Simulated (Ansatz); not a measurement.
C7H8O, quintet, geometry from GFN2-xTB of the parent state (a higher spin typed on purpose: for a closed-shell molecule this is an excited state); BLYP/STO-3G in Ansatz (a quantum-chemistry and plane-wave program).

Ansatz was given this input:
Ansatz 0.2 input:
```yaml
crystal:
  periodic: [false, false, false]
  atoms:
    - {symbol: C, position_ang: [-2.83485466, 0.11645217, 0.39917449]}
    - {symbol: C, position_ang: [-1.35119902, 0.04253937, 0.19543320]}
    - {symbol: C, position_ang: [-0.48079655, 0.69822704, 1.05464705]}
    - {symbol: C, position_ang: [0.88746555, 0.65034956, 0.85778854]}
    - {symbol: C, position_ang: [1.41233797, -0.06087735, -0.21302987]}
    - {symbol: O, position_ang: [2.75310773, -0.13806513, -0.44684273]}
    - {symbol: C, position_ang: [0.54999479, -0.72197732, -1.08106165]}
    - {symbol: C, position_ang: [-0.81332749, -0.66596930, -0.87292005]}
    - {symbol: H, position_ang: [-3.32025483, -0.78818912, 0.04028342]}
    - {symbol: H, position_ang: [-3.07584159, 0.25269851, 1.45093519]}
    - {symbol: H, position_ang: [-3.24713136, 0.96147983, -0.15374877]}
    - {symbol: H, position_ang: [-0.87489984, 1.25504510, 1.89283045]}
    - {symbol: H, position_ang: [1.55226643, 1.16616706, 1.53910024]}
    - {symbol: H, position_ang: [3.22889816, 0.36194627, 0.22698678]}
    - {symbol: H, position_ang: [0.96800090, -1.27300046, -1.90846528]}
    - {symbol: H, position_ang: [-1.47362327, -1.18409113, -1.55337055]}
basis:
  gaussian:
    orbitals: STO-3G
hamiltonian:
  xc: blyp
magnetization: {spin_polarized: true, initial_magnetization: 4}
```

It wrote (shortened):

```
Functional definition: BLYP
683 factors; integrals over basis functions are off by at most 4.6e-5 eV
mean field evaluation 1: about -9302.0760 eV, gradient 1.1e1 eV
mean field evaluation 2: about -9296.7602 eV, gradient 2.6e1 eV
mean field evaluation 4: about -9303.1063 eV, gradient 3.2e0 eV
mean field evaluation 8: about -9302.9866 eV, gradient 2.2e-1 eV
mean field evaluation 16: about -9302.9871 eV, gradient 3.6e-5 eV
mean field -9302.98705209 eV, -341.8784683731 hartree, gradient 3.6e-5 eV, S^2 6.003767; 1 other end points of the search recorded, 0 dependent functions left out
reference -9302.98735662 eV, -341.8784795647 hartree; 31, 27 occupied and 17, 21 virtual orbitals, 683 factors
Total energy: -9302.98735662 eV, -341.8784795647 hartree
```
